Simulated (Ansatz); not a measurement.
Consider the redistribution: `[F][Ga]([SH])[Cl]` + `COB(Cl)OC` → `C[O][Ga]([F])[SH]` + `COB(Cl)Cl`.

Calculated with Ansatz (gas phase, PBE0-D4/def2-TZVP geometries, no zero-point term in ΔE). CCSD(T)/CBS is the MP2 limit (def2-TZVPP, def2-QZVPP) plus CCSD(T) − MP2 in def2-TZVPP, frozen cores. DFT in def2-TZVPP. For Ga outer-core shells are correlated without core-valence functions, which leaves a few kJ/mol of doubt a bond. Scalar relativity is left out up to krypton. Each species was taken in one conformer, which may not be the lowest.

CCSD(T)/CBS gives +109.0 kJ/mol.

Task: Another level gave +111.4 kJ/mol. Which?
A. ωB97X-V/def2-TZVPP
B. MP2/def2-TZVPP
C. r2SCAN0-D4/def2-TZVPP
D. BHLYP/def2-TZVPP

Result: A. ωB97X-V 111.4, BHLYP 121.7, r2SCAN0-D4 116.9, MP2/def2-TZVPP 104.5 kJ/mol.

Largest T1 diagnostic among the species: 0.014.

At CCSD(T), def2-SVP lies +4.1 kJ/mol from the extrapolated value and def2-TZVPP −0.4 kJ/mol. From PBE to PBE0 (25 % exact exchange), in def2-TZVPP and without D4, ΔE moves by +8.8 kJ/mol.
